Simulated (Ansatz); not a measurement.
Species: I₂, charge -1, multiplicity 2. 
Structure (B3LYP-D3(BJ)/def2-TZVP (Ansatz, a program for electronic structure) minimum search):
```
I
I 1 3.3304
```
Charge -1, spin multiplicity 2.

Basis-set convergence of Hartree-Fock and CCSD correlation energies (hartree) with Ansatz. Correlated levels leave the core frozen unless marked. UHF or UKS for open shells. No spin-orbit coupling. The frozen core is the preceding noble-gas configuration, with the filled d and f shells of earlier blocks. Past Kr the def2 sets carry scalar-relativistic core potentials. This anion needs diffuse functions, which these sets lack.

```
basis       functions       E(HF)  E(corr, CCSD)
----------  ---------  ----------  -------------
def2-SVP           52  -593.40291       -0.20853
def2-TZVPP        100  -593.42322       -0.30486
def2-QZVPP        164           …              …
```

Task: Complete the blanks.

Result: 
- def2-QZVPP, E(HF): -593.42596
- def2-QZVPP, E(corr, CCSD): -0.34547
